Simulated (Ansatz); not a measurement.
Single points on SnF3⁻.

```yaml
crystal:
  periodic: [false, false, false]
  atoms:
    - {symbol: Sn, position_ang: [0.757418, 1.042300, -0.165518]}
    - {symbol: F, position_ang: [-0.450274, -0.384525, 1.387741]}
    - {symbol: F, position_ang: [-0.936345, 0.722856, -1.231854]}
    - {symbol: F, position_ang: [0.629203, -1.380640, 0.009631]}
basis:
  gaussian: {orbitals: def2-TZVPD, initial_orbitals: start.molden}
total_charge: -1
magnetization: {spin_polarized: true, initial_magnetization: 4}
correlation: {method: mp2}
scf: {omitted_lower_state_checks: [starts]}
output: {orbitals: {seedname: orbitals}}
```

The file start.molden holds the orbitals of an earlier run on this structure, at another level or in another basis.

```sh
$ ansatz run in.yaml --threads 4 --pin off --events-out ev --progress --plain --max-ram 3916MiB
```

Shortened log:

```
Functional definition: HF
1286 factors; integrals over basis functions are off by at most 5.4e-4 eV
mean field evaluation 1: about -13921.5238 eV, gradient 2.0e1 eV
mean field evaluation 2: about -13922.8687 eV, gradient 1.6e0 eV
mean field evaluation 4: about -13922.9286 eV, gradient 3.5e0 eV
mean field evaluation 8: about -13923.0603 eV, gradient 3.3e-1 eV
mean field -13923.06403536 eV, -511.6631659077 hartree, gradient 3.7e-6 eV, S^2 6.026412; 0 other end points of the search recorded, 0 dependent functions left out
7 core orbitals not correlated: weight in the atoms' cores, before any rotation towards them, 1.000 or more for the frozen orbitals, at most 0.000 for the correlated occupied ones
reference -13923.06403536 eV, -511.6631659077 hartree; 20, 16 occupied and 149, 153 virtual orbitals, 1286 factors
second order -27.56655934 eV of doubles, -0.00000000 eV of singles
Total energy: -13950.63059470 eV, -512.6762182784 hartree
Checks for a lower state left out: starts
```

Hardware: 4 threads of Arm Neoverse V1 on a shared host. Wall time 5.5 s.

As the first input, with `hamiltonian: {xc: pbe, dispersion: d4}` and without the key `correlation` (abridged; 2.4 s):

```
Functional definition: PBE
mean field -13974.83532159 eV, -513.5657255849 hartree, gradient 2.0e-5 eV, S^2 6.005024
Total energy: -13974.91471311 eV, -513.5686431692 hartree
Checks for a lower state left out: starts
```

As the first input, with `hamiltonian: {xc: {name: BLYP}, dispersion: d4}` and without the key `correlation` (abridged; 3.1 s):

```
Functional definition: BLYP
mean field -13980.67159805 eV, -513.7802047887 hartree, gradient 2.2e-5 eV, S^2 6.005211
Total energy: -13980.84920121 eV, -513.7867315846 hartree
Checks for a lower state left out: starts
```

The first input with `hamiltonian: {xc: hse06, dispersion: d4}` and without the key `correlation` (abridged; 4 s):

```
Functional definition: HSE06
mean field -13973.95228560 eV, -513.5332746107 hartree, gradient 2.6e-5 eV, S^2 6.012611
Total energy: -13974.01419990 eV, -513.5355499192 hartree
Checks for a lower state left out: starts
```

As the first input, with `hamiltonian: {xc: {name: LC-wPBE, parameters: {omega: 0.2/bohr}}}` and without the key `correlation` (abridged; 3.6 s):

```
Functional definition: LC-wPBE
mean field -13976.76364045 eV, -513.6365899958 hartree, gradient 5.2e-6 eV, S^2 6.006548
Total energy: -13976.76364048 eV, -513.6365899969 hartree
Checks for a lower state left out: starts
```

First input, but with `hamiltonian: {xc: pbe}`, `correlation: {method: rpa}` and without the key `output` (abridged; 6 s):

```
Functional definition: PBE
mean field -13974.83531058 eV, -513.5657251804 hartree, gradient 2.8e-6 eV, S^2 6.005024
7 core orbitals not correlated: weight in the atoms' cores, before any rotation towards them, 1.000 or more for the frozen orbitals, at most 0.000 for the correlated occupied ones
Total energy: -13963.63529299 eV, -513.1541321255 hartree
Checks for a lower state left out: starts
```

As the first input, with `hamiltonian: {xc: {name: LC-wPBE, parameters: {omega: 0.1/bohr}}}` and without the key `correlation` (abridged; 4.9 s):

```
Functional definition: LC-wPBE
mean field -13976.19486942 eV, -513.6156880461 hartree, gradient 1.6e-5 eV, S^2 6.005072
Total energy: -13976.19486956 eV, -513.6156880512 hartree
Checks for a lower state left out: starts
```

Geometry: PBE-D4/def2-TZVPD.

In the def2 sets Sn takes a core potential; there is no spin–orbit coupling. HSE06 is defined as in plane-wave codes, on full-range PBE exchange. Correlated methods freeze 7 core orbitals; core or outer-core shells of Sn are correlated, in sets that lack core-valence functions. At PBE-D4/def2-TZVPD, BLYP-D4/def2-TZVPD, HSE06-D4/def2-TZVPD, LC-ωPBE (ω = 0.10 bohr⁻¹)/def2-TZVPD the highest occupied level of the charge -1 quintet lies above zero (up to 1.73 eV). The electron is either unbound and held by the finite basis, or the level is raised by self-interaction error. At PBE0-D4/def2-TZVPD a singlet of charge -1 lies 9.78 eV below the quintet, each at its own geometry. The structure comes from a short search, and lower isomers may exist.
